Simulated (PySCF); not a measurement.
**A search over the determinants of BeC⁺**

Unrestricted PBE0; PySCF, spin-free X2C with a Gaussian nucleus, basis sets Be jorge-DZP-DKH, C jorge-DZP-DKH. Outer shells of the fragments: Be+ 2s1; C 2s2 2p2.

Followed along the bond (rough minima from three points):

```
2Ms+1   unpaired  ⟨S²⟩ at the start  R at minimum (Å)  Te (eV)
    4  σ ↑, π ↑↑               3.75              1.59     0.00
    2        π ↑               0.86              1.85     0.76
    2  σ ↑, π ↑↓               1.76              1.59     0.93
    2  σ ↓, π ↑↑               1.76              1.59     1.11
```

Solutions found at the starting distance of 1.770 Å, counted from the lowest of them; the search is not exhaustive and high or unbound solutions are not listed, so other states can lie among these:

```json
{"2Ms+1": "4", "unpaired": "σ ↑, π ↑↑", "term": "⁴Σ⁻", "E (eV)": "0.00", "⟨S²⟩": "3.75", "⟨Lz²⟩": "0.00", "μ (D)": "-5.95"}
{"2Ms+1": "2", "unpaired": "π ↑", "term": "²Π", "E (eV)": "0.50", "⟨S²⟩": "0.86", "⟨Lz²⟩": "1.00", "μ (D)": "-5.12"}
{"2Ms+1": "2", "unpaired": "σ ↑, π ↑↓", "term": "mixed", "E (eV)": "0.92", "⟨S²⟩": "1.76", "⟨Lz²⟩": "2.01", "μ (D)": "-5.93"}
{"2Ms+1": "2", "unpaired": "σ ↓, π ↑↑", "term": "mixed", "E (eV)": "1.09", "⟨S²⟩": "1.76", "⟨Lz²⟩": "0.00", "μ (D)": "-6.12"}
{"2Ms+1": "4", "unpaired": "σ ↑↑, π ↑", "term": "⁴Π", "E (eV)": "1.85", "⟨S²⟩": "3.75", "⟨Lz²⟩": "1.00", "μ (D)": "0.43"}
{"2Ms+1": "2", "unpaired": "σ ↑", "term": "mixed", "E (eV)": "2.05", "⟨S²⟩": "0.76", "⟨Lz²⟩": "2.00", "μ (D)": "-5.60"}
{"2Ms+1": "2", "unpaired": "π ↑", "term": "²Π", "E (eV)": "3.90", "⟨S²⟩": "0.83", "⟨Lz²⟩": "1.01", "μ (D)": "-5.11"}
{"2Ms+1": "4", "unpaired": "σ ↑, π ↑↑", "term": "mixed", "E (eV)": "4.57", "⟨S²⟩": "3.75", "⟨Lz²⟩": "2.00", "μ (D)": "-1.84"}
```

A term symbol is given only where ⟨S²⟩ and ⟨Lz²⟩ are close to those of a pure state; real π, δ and φ orbitals otherwise mix terms. A positive dipole points towards C; it is taken about the centre of mass and depends on that origin.

Problem. Compare the gap between the two lowest followed solutions at the starting distance with the gap between their minima.

Solution. At PBE0 the second solution (doublet, unpaired electrons π ↑) lies +0.50 eV from the first (quartet, unpaired electrons σ ↑, π ↑↑) at 1.770 Å and +0.76 eV at the minima; the two curves relax by different amounts, since their minima lie near 1.85 and 1.59 Å.

Counting both spins, an empty level lies below a filled one in some of these solutions, because spin and occupation are held.
